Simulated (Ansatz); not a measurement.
```yaml
crystal:
  periodic: [false, false, false]
  atoms:
    - {symbol: B, position_ang: [-0.184023, -0.828543, -0.190752]}
    - {symbol: C, position_ang: [0.467742, 0.492169, 0.306263]}
    - {symbol: Br, position_ang: [-1.146742, 1.245585, -0.575055]}
    - {symbol: H, position_ang: [0.120779, -1.262164, -1.259975]}
    - {symbol: H, position_ang: [-0.929548, -1.417841, 0.531112]}
    - {symbol: H, position_ang: [1.323372, 0.919044, -0.207627]}
    - {symbol: H, position_ang: [0.409719, 0.783648, 1.350334]}
basis:
  gaussian: {orbitals: def2-TZVPD}
hamiltonian: {xc: {name: HF}}
correlation: {method: mp2, frozen_orbitals: {B: 9}}
output: {forces: true}
```

```sh
$ ansatz run in.yaml --threads 2 --pin off --events-out ev --progress --plain --max-ram 4352MiB
```

Question: How does Ansatz answer? (Estimate.)

Answer: Computed: The program refused the input.
```
Functional definition: HF
Error: "frozen_orbitals" has no count for C
```
